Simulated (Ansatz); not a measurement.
`[SH][Ga]([Br])[Br]` + CH₄ → `[CH3][Ga]([SH])[Br]` + HBr  (formal exchange of groups at a Ga–Br bond)

Calculated with Ansatz (gas phase, PBE0-D4/def2-TZVP geometries, no zero-point term in ΔE). CCSD(T)/CBS is the MP2 limit (def2-TZVPP, def2-QZVPP) plus CCSD(T) − MP2 in def2-TZVPP, frozen cores. This one scheme is used for every species. DFT in def2-TZVPP. B3LYP here is the variant with VWN-RPA as its local correlation; programs differ in this. HSE06 is defined as in plane-wave codes. For Br, Ga outer-core shells are correlated without core-valence functions, which leaves a few kJ/mol of doubt a bond. Scalar relativity is left out up to krypton. One conformer a species, not always the lowest.

`[SH][Ga]([Br])[Br]`:

```xyz
5

S     0.489   -1.513    0.788
Ga   -0.413    0.225   -0.166
Br   -2.653    0.281   -0.510
Br    0.852    1.994   -0.827
H     1.725   -0.987    0.715
```

CH₄:

Z-matrix (Å, degrees):
```
C
H 1 1.090
H 1 1.090 2 109.5
H 1 1.090 2 109.5 3 -120.0
H 1 1.090 2 109.5 3 120.0
```

`[CH3][Ga]([SH])[Br]`:

```xyz
8

C    -1.428    0.135    0.141
Ga    0.492    0.021   -0.176
S     1.943   -0.915    1.178
Br    1.395    0.913   -2.096
H    -1.960   -0.362   -0.672
H    -1.698   -0.332    1.089
H    -1.732    1.183    0.155
H     2.989   -0.643    0.380
```

HBr:

Z-matrix (Å, degrees):
```
Br
H 1 1.420
```

| level | ΔE (kJ/mol) | difference from CCSD(T)/CBS |
| --- | --- | --- |
| LDA (SPW92) | 116.4 | -8.6 |
| PBE-D4 | 125.0 | 0.0 |
| revPBE-D4 | 125.4 | 0.4 |
| BLYP-D4 | 128.0 | 3.0 |
| r2SCAN-D4 | 131.3 | 6.3 |
| B97M-V | 133.1 | 8.1 |
| PBE0-D4 | 129.4 | 4.4 |
| B3LYP-D4 | 131.5 | 6.5 |
| r2SCANh-D4 | 132.2 | 7.2 |
| r2SCAN0-D4 | 133.7 | 8.7 |
| HSE06-D4 | 129.8 | 4.8 |
| BHLYP-D4 | 139.3 | 14.3 |
| CAM-B3LYP-D4 | 128.0 | 3.0 |
| ωB97M-V | 127.2 | 2.2 |
| B2PLYP | 131.1 | 6.1 |
| PBE-QIDH | 132.0 | 7.0 |
| PBE | 124.4 | -0.6 |
| BLYP | 126.8 | 1.8 |
| r2SCAN | 131.4 | 6.4 |
| PBE0 | 128.8 | 3.8 |
| B3LYP | 130.1 | 5.1 |
| r2SCANh | 132.3 | 7.3 |
| r2SCAN0 | 133.7 | 8.7 |
| HSE06 | 129.2 | 4.2 |
| BHLYP | 136.2 | 11.2 |
| LC-ωPBE | 123.6 | -1.4 |
| RPA@PBE/def2-TZVPP | 121.7 | -3.3 |
| HF/def2-SVP | 145.2 | 20.2 |
| MP2/def2-SVP | 137.0 | 12.0 |
| CCSD/def2-SVP | 134.2 | 9.2 |
| CCSD(T)/def2-SVP | 133.6 | 8.6 |
| HF/def2-TZVPP | 147.2 | 22.2 |
| MP2/def2-TZVPP | 129.9 | 4.9 |
| SCS-MP2/def2-TZVPP | 130.5 | 5.5 |
| CCSD/def2-TZVPP | 127.5 | 2.5 |
| CCSD(T)/def2-TZVPP | 126.5 | 1.5 |
| HF/def2-QZVPP | 145.9 | 20.9 |
| SCS-MP2/def2-QZVPP | 129.3 | 4.3 |
| HF/CBS(def2) | 145.8 | 20.8 |
| CCSD/CBS(def2) | 126.1 | 1.1 |
| CCSD(T)/CBS | 125.0 | 0 |

Largest T1 diagnostic among the species: 0.010.

From BLYP to BHLYP (50 % exact exchange), in def2-TZVPP and without D4, ΔE moves by +9.4 kJ/mol. Leaving LDA and LC-ωPBE aside and taking each functional with its dispersion term where it has one, the values spread over 14.3 kJ/mol, from PBE-D4 to BHLYP-D4. LDA lies −8.0 kJ/mol from PBE without D4.

CCSD(T)/CBS has its own doubt, a few kJ/mol and more with outer-core shells, so smaller differences from it don't rank the levels.
